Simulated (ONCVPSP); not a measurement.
Zn: ONCV pseudisation with PBE, scalar-relativistic reference atom.

- Element: Zn (Z = 30)
- Generator: ONCVPSP 4.0.1
- Type: optimised norm-conserving Vanderbilt (ONCV)
- Functional: PBE
- Relativity: scalar-relativistic
- Frozen core: [Ar]
- Valence charge: 12
- Reference configuration: 3d10 4s2
- Partial waves: 4s: rc 1.50 bohr, ncon 4, nbas 7, qcut 5.5 1/bohr, 1 projector; p scattering state at 0.32 Ha: rc 1.10 bohr, ncon 3, nbas 6, qcut 6 1/bohr, 2 projectors, debl 1.7 Ha; 3d: rc 1.10 bohr, ncon 4, nbas 8, qcut 16 1/bohr, 1 projector
- Local potential: polynomial inside 0.85 bohr (lpopt 5, dvloc0 2 Ha)
- Core correction: polynomial model core, fcfact 0.4

All-electron outer shells of the reference configuration (PBE, scalar-relativistic, ld1.x):

```csv
shell,level (eV),outermost node (bohr),outermost maximum (bohr)
3p,-83.40,0.25,0.59
3d,-10.14,–,0.57
4s,-5.98,0.85,2.09
```

**Question.** Is a potential produced?

**Answer.** No. ONCVPSP 4.0.1 stopped with "optimize: ERROR ps0norm > uunorm, code will stop": the continuity conditions at rc already need more norm inside rc than the all-electron wave has, so norm conservation cannot be met. It happened in the s channel.
